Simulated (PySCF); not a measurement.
# Radial density of Sr⁺ (strontium, charge +1)

wB97X-V, [Kr] 5s1, 2S determinant. All numbers are calculated (PySCF 2.14, the spin-free X2C one-electron Hamiltonian (Gaussian nucleus), in aug-cc-pwCVTZ-X2C (10s9p7d3f, 93 functions)).

| r (bohr) | 4πr²ρ (e/bohr) | 4πr²(ρα − ρβ) |
| --- | --- | --- |
| 0.0430 | 42.06 | -0.0001 |
| 0.0723 | 42.92 | 0.0024 |
| 0.122 | 57.60 | 0.0105 |
| 0.204 | 37.91 | -0.0008 |
| 0.344 | 39.54 | 0.0232 |
| 0.579 | 27.28 | -0.0003 |
| 0.973 | 8.084 | 0.0730 |
| 1.64 | 5.248 | -0.0077 |
| 2.75 | 0.8684 | 0.2610 |
| 4.63 | 0.2316 | 0.2266 |
| 7.79 | 0.01162 | 0.0116 |
| 13.1 | 1.323e-05 | 0.0000 |

Densities and radii are taken from the X2C orbitals without a picture-change correction, which distorts them close to the nucleus.

**Question.** Where is the radial spin density 4πr²(ρα − ρβ) most negative, and why is it negative at all?

**Answer.** Around r = 1.64 bohr, down to -0.0077 e/bohr: exchange with the open shell polarises the paired shells in an unrestricted calculation.
